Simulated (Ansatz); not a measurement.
`[SiH3]O[SiH](Cl)Cl` and `S[SiH](Cl)Cl` differ in one atom or group.

Ansatz, PBE0-D4/def2-TZVP geometries, multiplicity 1. Each molecule was computed in one conformer, which needn't be the lowest.

```json
{"property": "LUMO energy (B3LYP/def2-TZVPP) / eV", "`[SiH3]O[SiH](Cl)Cl`": "-0.31"}
{"property": "HOMO energy (PBE/def2-TZVPP) / eV", "`[SiH3]O[SiH](Cl)Cl`": "-7.74"}
{"property": "HOMO–LUMO gap (PBE/def2-TZVPP) / eV", "`[SiH3]O[SiH](Cl)Cl`": "6.74"}
{"property": "HOMO–LUMO gap (PBE0/def2-TZVPP) / eV", "`[SiH3]O[SiH](Cl)Cl`": "9.08"}
{"property": "LUMO energy (ωB97M-V/def2-TZVPP) / eV", "`[SiH3]O[SiH](Cl)Cl`": "1.62"}
{"property": "ideal-gas entropy at 298 K and 1 bar (rigid rotor, harmonic PBE0-D4/def2-TZVP) / J/(mol·K)", "`[SiH3]O[SiH](Cl)Cl`": "396"}
```

Q: What does the change do to each property? (Best estimate.)

A: Ansatz gave: 
```json
{"property": "LUMO energy (B3LYP/def2-TZVPP) / eV", "`S[SiH](Cl)Cl`": "-0.41", "shift": "-0.10"}
{"property": "HOMO energy (PBE/def2-TZVPP) / eV", "`S[SiH](Cl)Cl`": "-6.83", "shift": "0.91"}
{"property": "HOMO–LUMO gap (PBE/def2-TZVPP) / eV", "`S[SiH](Cl)Cl`": "5.70", "shift": "-1.04"}
{"property": "HOMO–LUMO gap (PBE0/def2-TZVPP) / eV", "`S[SiH](Cl)Cl`": "7.91", "shift": "-1.17"}
{"property": "LUMO energy (ωB97M-V/def2-TZVPP) / eV", "`S[SiH](Cl)Cl`": "1.82", "shift": "0.20"}
{"property": "ideal-gas entropy at 298 K and 1 bar (rigid rotor, harmonic PBE0-D4/def2-TZVP) / J/(mol·K)", "`S[SiH](Cl)Cl`": "337", "shift": "-59"}
```

With PBE0 the HOMO rises by 1.08 eV and the LUMO falls by 0.08 eV, so the gap narrows by about 1.16 eV. PBE moves the HOMO by 0.91 eV and ωB97M-V by 1.17 eV. The zero-point energy changes by -54.4 kJ/mol with -9 modes. Modes under 60 cm⁻¹, often nearly free rotors, make the harmonic entropy too high.

B3LYP here is the variant with VWN-RPA as its local correlation; programs differ in this.
